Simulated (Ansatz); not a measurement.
BiH2(SMe) (CH5BiS), relaxed as a singlet with RKS r2SCAN-D4/def2-TZVP in Ansatz, starting from the GFN2-xTB geometry. Force threshold 0.02 eV/Å.

In the def2 sets Bi takes a core potential; there is no spin–orbit coupling.

Start:

Cartesian coordinates in Å:
```
Bi -1.069 1.476 -0.411
H -2.436 0.829 -1.338
H -2.197 1.792 0.918
S -0.495 -0.814 0.515
C 1.291 -0.808 0.129
H 1.440 -0.731 -0.944
H 1.684 -1.755 0.485
H 1.783 0.010 0.646
```

(1) Estimate the energy that the relaxation releases and the steps that it takes.

(2) Does the start keep its bonding?

(3) Predict the relaxed structure.

## Answers

(1) 0.02 eV, in 6 steps; 8.5 s on 4 threads of Arm Neoverse V2 on a shared host. No frequencies were taken in this run, so the end may be a saddle point.

(2) By distances, no bond broke or formed. The bond that changes most is Bi1–H3, from 1.77 to 1.79 Å (atoms count from 1).

(3) 
```
atom   x (Å)   y (Å)   z (Å)
 Bi1  -1.093   1.462  -0.396
  H2  -2.472   0.861  -1.378
  H3  -2.233   1.815   0.942
  S4  -0.485  -0.814   0.518
  C5   1.296  -0.809   0.128
  H6   1.477  -0.760  -0.946
  H7   1.688  -1.757   0.500
  H8   1.821   0.002   0.632
```
Bond lengths: 1 × C–S 1.82 Å; 1 × Bi–S 2.53 Å; 3 × C–H 1.09 Å; 2 × Bi–H 1.79 to 1.80 Å.
